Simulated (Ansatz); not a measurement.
Input file for Ansatz (a program for electronic structure): R-r2SCAN/def2-TZVPPD on GeH4 (SMILES [GeH4]) with ghost functions, monomers drawn apart or pushed together. Files ending in .json are basis or fitting sets from the Basis Set Exchange.

Ansatz 0.2 input:
```yaml
crystal:
  periodic: [false, false, false]
  atoms:
    - {symbol: Ge, position_ang: [0.11057783, 0.05083799, -0.08422467]}
    - {symbol: H, position_ang: [-1.40387662, 0.02942135, 0.15658022]}
    - {symbol: H, position_ang: [0.39073553, 0.12046956, -1.59506055]}
    - {symbol: H, position_ang: [0.74358985, -1.22941606, 0.48266219]}
    - {symbol: H, position_ang: [0.73231329, 1.27433504, 0.60332693]}
basis:
  gaussian:
    orbitals: def2-TZVPPD.json
    ghost_atoms:
      - {symbol: Se, position_ang: [-0.12786967, -0.83232244, 4.37667644]}
      - {symbol: H, position_ang: [-0.33064233, 0.17843600, 5.42583898]}
      - {symbol: H, position_ang: [1.23124567, -0.33807483, 4.11431030]}
hamiltonian:
  xc: {name: r2SCAN}
scf: {lower_state_search: off}
```

It printed:

```
Functional definition: r2SCAN
[...]
these checks for a lower state are left out or cut short: stability, starts, cluster_reference, orbital_swaps, neighbouring_geometries, increment
integrals: 0.14 GiB planned
1128 factors; their error is unknown
mean field: 0.83 GiB planned
mean field evaluation 1: about -56582.2225 eV, gradient 1.9e1 eV
mean field evaluation 2: about -56582.4835 eV, gradient 1.9e1 eV
mean field evaluation 4: about -56582.6774 eV, gradient 5.4e-1 eV
mean field evaluation 8: about -56582.6744 eV, gradient 1.3e-3 eV
mean field -56582.67439891 eV, -2079.3749310458 hartree, gradient 1.5e-6 eV, S^2 0.000000; 0 other end points of the search recorded, 0 dependent functions left out
reference -56582.67441085 eV, -2079.3749314846 hartree; 18, 18 occupied and 195, 195 virtual orbitals, 1128 factors
Total energy: -56582.67441085 eV, -2079.3749314846 hartree
Checks for a lower state left out: stability, starts, cluster_reference, orbital_swaps, neighbouring_geometries, increment
```

Self-consistency was reached.

Cost: roughly 5 core-seconds.
